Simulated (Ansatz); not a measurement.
chloroform (CHCl3), singlet, at a GFN2-xTB geometry. Base run: PBE0/STO-3G (Ansatz, a first-principles code).

Geometry (Å):
```xyz
5

C     -0.0010     0.0071     0.4810
H     -0.0033     0.0232     1.5723
Cl     0.0093     1.6740    -0.1122
Cl     1.4466    -0.8467    -0.0718
Cl    -1.4553    -0.8311    -0.0783
```
All else is at Ansatz's defaults.
Base energy -1403.34117 Eh.

Variants of this job, named by their change:

| change | ΔE vs base (µEh) |
|---|---|
| base | 0.0 |
| accuracy = high | -2.7 |
| point_charge = charge:0.5 position_ang:-3.4002, 3.286, 0.0595 | -1194 |
| final_grid = 10, 20, 41 | -0.9 |
| final_grid = 6, 12, 29 | -6.2 |
| final_grid = 14, 28, 59 | -0.8 |
| point_charge = charge:-1.0 position_ang:-4.3528, 0.4096, -1.4595 | 2081 |
| final_grid = 4, 8, 17 | -438 |
| forces = on | 0.0 |
| nuclear_model = gaussian | 845 |
| lower_state_search = full | 0.0 |
